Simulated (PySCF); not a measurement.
Q: Write a Z-matrix for `C=COCO[SiH3]` as optimised with PBE0-D3(BJ)/def2-SVP.

A: 
Z-matrix in Å and degrees, rows numbered from 1:
```
C 
C   1  1.3310
O   2  1.3570  1  122.50
C   3  1.3978  2  116.17  1   169.96
O   4  1.3838  3  112.51  2   -73.53
Si  5  1.6821  4  122.50  3   -51.71
H   1  1.0899  2  119.84  3   178.09
H   1  1.0919  2  121.00  3    -1.44
H   2  1.0979  1  122.41  3  -179.33
H   4  1.1039  3  105.11  2   164.79
H   4  1.1051  3  110.52  2    46.71
H   6  1.4906  5  111.80  4    76.88
H   6  1.4955  5  109.60  4   -44.85
H   6  1.4872  5  105.38  4  -163.82
```

Si6 (oxygen-bound silicon) is distorted tetrahedral (angles from 105.4° to 111.8°). Of the pairs four or more bonds apart, H9···H11 is among the closest relative to their van der Waals radii: 2.26 Å, 94 % of the sum of Bondi's values. The 3 C–O bonds span 1.357 Å (C2–O3, drawn single) to 1.398 Å (O3–C4, drawn single), a spread of 0.041 Å.

Theory: PBE0-D3(BJ)/def2-SVP geometry optimisation, gas phase in PySCF.

Point group: C1 (no symmetry element, even within 0.4 Å). Stationary, but not proved a minimum. The numbers are those of one conformer (C1–C2–O3–C4 170°, C2–O3–C4–O5 -74°, O3–C4–O5–Si6 -52°).
